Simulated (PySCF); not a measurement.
Electron correlation in Al²⁺ (aluminium, charge +2)

[Ne] 3s1, 2S determinant. Computed with PySCF 2.14 in def2-TZVPPD (6s5p4d1f, 48 functions), with no relativity, point nucleus. Frozen: 1s2; 9 electrons correlated.

```
  level  correlation energy (mhartree)
   CCSD                        -147.87
    (T)                          -1.12
CCSD(T)                        -148.99
```

Diagnostics: T1 = 0.0035, D1 = 0.0074, largest double amplitude 0.012.

Cost of the coupled-cluster step: of the order of 1.9 core-seconds, for 9 correlated electrons.

Iterations:

```
CC2 = 0
CCSD nocc = (np.int64(5), np.int64(4)), nmo = (47, 47)
frozen orbitals [[0], [0]]
max_cycle = 100
direct = 0
conv_tol = 1e-08
conv_tol_normt = 1e-06
diis_space = 8
diis_start_cycle = 0
Init t2, MP2 energy = -0.145057562261089
Init E_corr(UCCSD) = -0.145057562262217
cycle = 1  E_corr(UCCSD) = -0.146696367842911  dE = -0.00163880558  norm(t1,t2) = 0.0141116
cycle = 2  E_corr(UCCSD) = -0.147724945335553  dE = -0.00102857749  norm(t1,t2) = 0.00275668
cycle = 3  E_corr(UCCSD) = -0.147865409613455  dE = -0.000140464278  norm(t1,t2) = 0.00084379
cycle = 4  E_corr(UCCSD) = -0.147876109468909  dE = -1.06998555e-05  norm(t1,t2) = 9.74553e-05
cycle = 5  E_corr(UCCSD) = -0.147870999472814  dE = 5.10999609e-06  norm(t1,t2) = 1.63416e-05
cycle = 6  E_corr(UCCSD) = -0.147871003097142  dE = -3.62432778e-09  norm(t1,t2) = 9.63546e-07
UCCSD converged
E(UCCSD) = -241.1724503304667  E_corr = -0.1478710030971423
UCCSD(T) correction = -0.00111743478597274
```

This basis was not built for core-valence correlation, so the inner-shell part is incomplete.
